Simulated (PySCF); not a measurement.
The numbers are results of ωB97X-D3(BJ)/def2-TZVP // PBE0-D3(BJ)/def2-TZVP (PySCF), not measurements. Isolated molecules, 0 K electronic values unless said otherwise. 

Reference species (SMILES): `[SiH]=C` (neutral, multiplicity 2).

```json
{
 "dipole_moment": "0.79 D"
}
```

Changed species: `C=[SiH][O]` (radical fragment; the reference has radical fragment).

Task: Give the shifts of the dipole moment.

Result: the dipole moment rises by 3.73 D, to 4.52 D.
